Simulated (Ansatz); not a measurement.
Coupled-cluster diagnostics for CdMeI (CH₃CdI), Ansatz.

Geometry of the singlet (PBE0-D4/def2-TZVP):

Cartesian coordinates in Å:
```
Cd -0.502 1.026 -0.152
C 0.415 -0.850 0.127
H -0.261 -1.511 0.669
H 1.334 -0.725 0.699
H 0.650 -1.288 -0.843
I -1.636 3.348 -0.499
```

In the def2 sets Cd, I take a core potential; there is no spin–orbit coupling. Correlated methods freeze 5 core orbitals; core or outer-core shells of Cd, I are correlated, in sets that lack core-valence functions.

(1) Estimate the CCSD(T) correlation energy, the shares of MP2 and (T), T1 and the reference's ⟨S²⟩ for: charge 0, singlet, own geometry in def2-TZVPP; and the rough time on 4 threads of Intel Xeon on a shared host.

## Answers

(1) 
| state | basis | correlation (eV) | MP2 share (%) | (T) share (%) | T1 | ⟨S²⟩ (pure) | wall time |
| --- | --- | --- | --- | --- | --- | --- | --- |
| charge 0, singlet, own geometry | def2-TZVPP | -37.586 | 100.9 | 2.7 | 0.011 | 0.00 (0.00) | 4.2 min |
Customary marks for T1 are 0.02 (closed shells), 0.045 (open shells) and about 0.05 (3d metals). T1 stays under 0.02 throughout.
